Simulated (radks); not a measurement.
The numbers below are computed, except where a source is named.
Effect of the nuclear size on the silver ion Ag3+, [Kr] 4d8. Level of theory: Dirac Kohn-Sham, relativistic LDA (MacDonald-Vosko exchange, VWN5 correlation), spin-unpolarised, spherical densities, finite nucleus; open shells fill j = l - 1/2 first; Fermi nuclear charge, rms radius 4.5454 fm (a radial shooting solver on a logarithmic mesh with Libxc functionals). The rms radius is varied about that value; shifts are against it.

| rms radius (fm) | total energy shift (eV) | density at nucleus (e/bohr^3) | 1s1/2 shift (meV) | 2s1/2 shift (meV) | 4s1/2 shift (meV) | 4p1/2 shift (meV) | 5s1/2 (empty) shift (meV) |
|---|---|---|---|---|---|---|---|
| 3.8636 | -0.777 | 1.473e+05 | -325 | -36.4 | -1.32 | 0.057 | -0.202 |
| 4.3045 | -0.287 | 1.452e+05 | -120 | -13.5 | -0.489 | 0.021 | -0.074 |
| 4.5454 | 0 | 1.441e+05 | 0.000 | 0.000 | 0.000 | 0.000 | 0.000 |
| 4.8454 | 0.376 | 1.428e+05 | 158 | 17.6 | 0.641 | -0.028 | 0.098 |
| 5.109 | 0.724 | 1.418e+05 | 303 | 33.9 | 1.23 | -0.053 | 0.188 |

Slopes of the eigenvalues against <r^2> in GHz/fm^2, as finite differences over the two radii next to the reference (eigenvalue slopes, not the field-shift constants of lines): 1s1/2 13600, 2s1/2 1520, 4s1/2 55.2, 4p1/2 -2.38, 5s1/2 (empty) 8.41.
